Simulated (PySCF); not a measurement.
**Aluminium: a sound run and one with changed settings**

Sound run: Al+ [Ne] 3s2, Al(2+) [Ne] 3s1. Computed with PySCF 2.14 in def2-TZVP, with the non-relativistic Hamiltonian (point nucleus). In the sound run the correlated levels freeze [Ne]. The sound run starts from symmetry-adapted Hartree-Fock orbitals and uses a fine grid where one is needed.

Changed run: initial guess sap, at most 50 SCF cycles.

```json
{"species": "Al+", "method": "UHF", "sound run (hartree)": "-241.66873", "changed run (hartree)": "-241.66873", "converged": "yes"}
{"species": "Al+", "method": "M06-L", "sound run (hartree)": "-242.13213", "changed run (hartree)": "-242.13213", "converged": "yes"}
{"species": "Al+", "method": "CCSD(T)", "sound run (hartree)": "-241.70808", "changed run (hartree)": "-241.70808", "converged": "yes"}
{"species": "Al(2+)", "method": "MN15", "sound run (hartree)": "-241.36646", "changed run (hartree)": "-241.36646", "converged": "yes"}
```

Here the plain start reaches the same solutions.
